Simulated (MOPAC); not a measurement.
A run for MOPAC: PM7 on CdIn, 2S+1 = 2, a spin state set in the input, which need not be the lowest, a point of a bond scan (R = 2.895 Å).

```
PM7 1SCF PRECISE CHARGE=0 UHF MS=0.5 THREADS=1
CdIn

Cd     0.00000000 1     0.00000000 1     0.00000000 1
In     0.00000000 1     0.00000000 1     2.89532300 1
```

The log:

```
*******************************************************************************
 **                                                                           **
 **                              MOPAC v23.2.5                                **
 **                                                                           **
 *******************************************************************************
 ** MOPAC's Digital Object Identifier: https://doi.org/10.5281/zenodo.6511958 **
 **                                                                           **
 ** Please cite the open-source release paper for use of this MOPAC version:  **
 ** J. E. Moussa and J. J. P. Stewart (2026)                                  **
 ** MOPAC: An open-source semiempirical molecular orbital program             **
 ** J. Open Source Softw., 11(119), 8025, https://doi.org/10.21105/joss.08025 **
 *******************************************************************************

                              PM7 CALCULATION RESULTS

 *******************************************************************************
 *  PM7        - The PM7 Hamiltonian to be used
 *  UHF        - UNRESTRICTED HARTREE-FOCK CALCULATION
 *
 *
 *
 *                 CHARGE ON SYSTEM = 0
 *
 *
 *
 *  MS=        - IN MECI, MAGNETIC COMPONENT OF SPIN =  0.5
 *  PRECISE    - TIGHTER CRITERIA TO BE USED
 *  1SCF       - DO 1 SCF AND THEN STOP
 *  THREADS=1  - MULTI-THREADING NOT USED
 *  T=         - A TIME OF 172800.0 SECONDS REQUESTED
 *  DUMP=N     - RESTART FILE WRITTEN EVERY 7200.0 SECONDS REQUESTED
 *******************************************************************************
PM7 1SCF PRECISE CHARGE=0 UHF MS=0.5 THREADS=1
 CdIn

   ATOM   CHEMICAL          X               Y               Z
  NUMBER   SYMBOL      (ANGSTROMS)     (ANGSTROMS)     (ANGSTROMS)

     1      Cd          0.00000000  *   0.00000000  *   0.00000000  *
     2      In          0.00000000  *   0.00000000  *   2.89532300  *



          CARTESIAN COORDINATES

    NO.       ATOM           X           Y           Z

     1        Cd          0.0000      0.0000      0.0000
     2        In          0.0000      0.0000      2.8953

 General Reference for PM7:
 "Optimization of Parameters for Semiempirical Methods VI: More Modifications to the
 NDDO Approximations and Re-optimization of Parameters", J. J. P. Stewart, J. Mol. Mod., 1:32, 19 (2013)
 https://link.springer.com/article/10.1007/s00894-012-1667-x

           Empirical Formula: Cd In  =     2 atoms



      MOLECULAR POINT GROUP   :   C*v


          UHF CALCULATION, NO. OF ALPHA ELECTRONS =    3
                           NO. OF BETA  ELECTRONS =    2

 -------------------------------------------------------------------------------
 PM7 1SCF PRECISE CHARGE=0 UHF MS=0.5 THREADS=1
 CdIn



     1SCF WAS SPECIFIED, SO BFGS WAS NOT USED
     SCF FIELD WAS ACHIEVED


                              PM7 CALCULATION
                                                       MOPAC v23.2.5 Linux




          FINAL HEAT OF FORMATION =         52.26434 KCAL/MOL =     218.67402 KJ/MOL


          COSMO AREA              =         89.91 SQUARE ANGSTROMS
          COSMO VOLUME            =         72.36 CUBIC ANGSTROMS

          IONIZATION POTENTIAL    =          6.653264 EV
          ALPHA SOMO LUMO (EV)    =         -6.775  2.774
          BETA  SOMO LUMO (EV)    =         -6.653  2.119
          NO. OF ALPHA ELECTRONS  =          3
          NO. OF BETA  ELECTRONS  =          2
          MOLECULAR WEIGHT        =        227.2300         POINT GROUP:  C*v

          MOLECULAR DIMENSIONS (Angstroms)

            Atom       Atom       Distance
           In     2   Cd     1     2.89532
           In     2   Cd     1     0.00000
           Cd     1   In     2     0.00000


          SCF CALCULATIONS        =          1





   ATOM   CHEMICAL          X               Y               Z
  NUMBER   SYMBOL      (ANGSTROMS)     (ANGSTROMS)     (ANGSTROMS)

     1      Cd          0.00000000  *   0.00000000  *   0.00000000  *
     2      In          0.00000000  *   0.00000000  *   2.89532300  *

                             CARTESIAN COORDINATES

   1   Cd        0.000000000     0.000000000     0.000000000
   2   In        0.000000000     0.000000000     2.895323000


           Empirical Formula: Cd In  =     2 atoms



      MOLECULAR POINT GROUP   :   C*v


          ALPHA EIGENVALUES
 -10.38884  -8.06061  -6.77479   2.77370   4.15776   5.68739   6.04296   6.78199


           BETA EIGENVALUES
 -10.43011  -6.65326   2.11879   2.66995   3.23111   5.99735   6.03817   9.17948


              NET ATOMIC CHARGES AND DIPOLE CONTRIBUTIONS

  ATOM NO.   TYPE          CHARGE      No. of ELECS.   s-Pop       p-Pop
    1         Cd          -0.227794        2.2278     1.94763     0.28016
    2         In           0.227794        2.7722     0.19696     2.57524
 DIPOLE           X         Y         Z       TOTAL
 POINT-CHG.     0.000     0.000     3.168     3.168
 HYBRID         0.000     0.000     0.980     0.980
 SUM            0.000     0.000     4.148     4.148


          ATOMIC ORBITAL ELECTRON POPULATIONS

     Atom    s        px        py        pz
    1 Cd   1.94763   0.01224   0.00000   0.26792
    2 In   0.19696   0.98776   0.00000   1.58748


                    (SZ)    =    0.500000
                    (S**2)  =    1.134969


          ATOMIC ORBITAL SPIN POPULATIONS

    Atom   Total    s     px     py     pz
         Atomic
    1 Cd  0.1666  0.006  0.012  0.000  0.148
    2 In  0.8334  0.053  0.988  0.000 -0.207

 **********************
 *                    *
 * JOB ENDED NORMALLY *
 *                    *
 **********************




 == MOPAC DONE ==
```

The run finished. Its determinant has ⟨S²⟩ = 1.13, a mixture of spin states.

Cost: very roughly 0.03 core-seconds.
